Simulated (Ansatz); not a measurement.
The cluster Mo3Se8. Total charge 0; singlet. Geometry PBE-D4/def2-SVP, basis def2-TZVP, Ansatz.

| atom | x (Å) | y (Å) | z (Å) |
| --- | --- | --- | --- |
| Mo1 | -0.9801 | 0.3598 | -0.8886 |
| Mo2 | -1.0168 | -1.3098 | 1.2065 |
| Mo3 | 1.2624 | -0.0852 | 0.5284 |
| Se4 | 0.7092 | -0.7627 | 2.8345 |
| Se5 | -1.2199 | 2.7944 | -0.9036 |
| Se6 | -0.6222 | -3.1594 | -0.0121 |
| Se7 | 1.1131 | 2.1791 | -1.0710 |
| Se8 | -2.9697 | -0.0293 | 0.5146 |
| Se9 | 2.0160 | 2.1498 | 1.1736 |
| Se10 | -1.0341 | -0.6981 | -2.8787 |
| Se11 | 2.7423 | -1.4385 | -0.5035 |

| run | HOMO (eV) | LUMO (eV) |
| --- | --- | --- |
| A | -7.76 | -3.45 |
| B | -5.90 | -4.92 |
| C | -5.64 | -4.83 |
| D | -6.66 | -4.33 |

In the def2 sets Mo takes a core potential; there is no spin–orbit coupling. Single mean-field runs in def2-TZVP are fitted with def2-universal-jkfit. No other spin state of charge 0 was run. Another isomer (singlet) lies 0.16 eV lower at PBE0-D4/def2-TZVP; other spin states weren't run for this one.

The runs used CAM-B3LYP, PBE, PBE0, r2SCAN. Estimate which is which.

A CAM-B3LYP (range-separated); B r2SCAN (0 % exact exchange); C PBE (0 % exact exchange); D PBE0 (25 % exact exchange). Exact exchange lowers occupied and raises empty levels; among semilocal functionals meta-GGAs tend to open the gap a little, and such runs are hard to tell apart. The gap grows from 0.81 eV (PBE) to 4.31 eV (CAM-B3LYP). The restricted singlet is unstable towards broken spin symmetry in Hartree–Fock (as tested in another run); at CAM-B3LYP-D4/def2-TZVP, r2SCAN-D4/def2-TZVP, PBE0-D4/def2-TZVP this wasn't settled.
